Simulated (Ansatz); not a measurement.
Abridged output of a molecular run in Ansatz:

```
Functional definition: HF
1368 factors; integrals over basis functions are off by at most 1.6e-3 eV
mean field evaluation 1: about -10789.5585 eV, gradient 3.6e1 eV
mean field evaluation 2: about -10789.7700 eV, gradient 3.6e1 eV
mean field evaluation 4: about -10792.9998 eV, gradient 4.3e0 eV
mean field evaluation 8: about -10793.0601 eV, gradient 2.5e-1 eV
mean field -10793.06042372 eV, -396.6376547727 hartree, gradient 2.5e-6 eV, S^2 0.000000; 0 other end points of the search recorded, 0 dependent functions left out
8 core orbitals not correlated: weight in the atoms' cores, before any rotation towards them, 1.000 or more for the frozen orbitals, at most 0.000 for the correlated occupied ones
reference -10793.06042372 eV, -396.6376547727 hartree; 12, 12 occupied and 213, 213 virtual orbitals, 1368 factors
second order -18.45847177 eV of doubles, -0.00000000 eV of singles
cycle   1  -18.96748402 eV  change   -5.1e-1 eV  update   9.3e-2
cycle   2  -19.46509079 eV  change   -5.0e-1 eV  update   2.8e-2
cycle   3  -19.56508466 eV  change   -1.0e-1 eV  update   1.3e-2
cycle   4  -19.55699506 eV  change    8.1e-3 eV  update   3.2e-3
cycle   5  -19.55735248 eV  change   -3.6e-4 eV  update   1.5e-3
cycle   6  -19.55774546 eV  change   -3.9e-4 eV  update   4.8e-4
cycle   7  -19.55748787 eV  change    2.6e-4 eV  update   2.2e-4
cycle   8  -19.55746244 eV  change    2.5e-5 eV  update   7.2e-5
cycle   9  -19.55748187 eV  change   -1.9e-5 eV  update   2.5e-5
perturbative correction -0.71916098 eV, -0.0264286786 hartree
Total energy: -10813.33706658 eV, -397.3828076537 hartree
```

Its atoms:

```xyz
11

C     0.226    0.792   -1.285
C     0.339    0.352    0.141
O     0.464   -1.179    0.184
Al   -1.019   -0.488    1.260
H     0.079    1.876   -1.302
H     1.121    0.565   -1.875
H    -0.636    0.338   -1.780
H     1.223    0.758    0.633
H     1.292   -1.448    0.591
H    -2.414   -0.901    0.631
H    -0.674   -0.665    2.802
```

Question: Which basis set was used?
A. def2-SVP
B. def2-QZVPP
C. def2-TZVPP
D. cc-pV(D+d)Z

Answer: C. It gives 233 functions.

Question: Write the keys of the input that set method, charge and spin (a neutral closed shell needs none for the last two).

Answer: 
```yaml
correlation: {method: ccsd_t}
```
